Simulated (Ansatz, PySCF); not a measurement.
This Ansatz (a quantum-chemistry and plane-wave program) input computes a CAM-B3LYP/def2-TZVPD energy:

Ansatz 0.2 input:
```yaml
crystal:
  periodic: [false, false, false]
  atoms:
    - {symbol: Sn, position_ang: [0.25472308, 0.15056357, 0.04465241]}
    - {symbol: O, position_ang: [0.04081424, -1.77867820, -0.07388488]}
    - {symbol: H, position_ang: [0.80209141, -2.37699009, 0.01244254]}
    - {symbol: O, position_ang: [-1.52401348, 0.90197804, -0.18611675]}
    - {symbol: H, position_ang: [-1.67265168, 1.86241301, -0.16504987]}
basis:
  gaussian:
    orbitals: def2-TZVPD
hamiltonian:
  xc: {name: CAM-B3LYP}
total_charge: 1
magnetization: {spin_polarized: true, initial_magnetization: 1}
output: {forces: true}
```

### Question
Write an input for the same energy in PySCF and say what it gives.

### Answer

```python
from pyscf import gto, scf, dft

mol = gto.M(
    atom='''
    Sn    0.25472308    0.15056357    0.04465241
    O     0.04081424   -1.77867820   -0.07388488
    H     0.80209141   -2.37699009    0.01244254
    O    -1.52401348    0.90197804   -0.18611675
    H    -1.67265168    1.86241301   -0.16504987
    ''',
    basis='def2-tzvpd',
    ecp='def2-tzvp',
    charge=1,
    spin=1,
    verbose=4,
)

mf = dft.UKS(mol, xc='camb3lyp').density_fit(auxbasis='def2-universal-jkfit')
mf.grids.level = 3
mf.conv_tol = 1e-9
mf.max_cycle = 100
mf.max_memory = 1500
mf.kernel()
if not mf.converged:
    mf = mf.newton()
    mf.kernel(mf.make_rdm1())
for _ in range(2):
    mo, _, stable, _ = mf.stability(return_status=True)
    if stable:
        break
    mf.kernel(mf.make_rdm1(mo, mf.mo_occ))
mf.analyze()
```
It gives -365.67194 Eh, and Ansatz -365.67189 Eh, a difference of 0.05 mEh, from the treatment of integrals and grids.
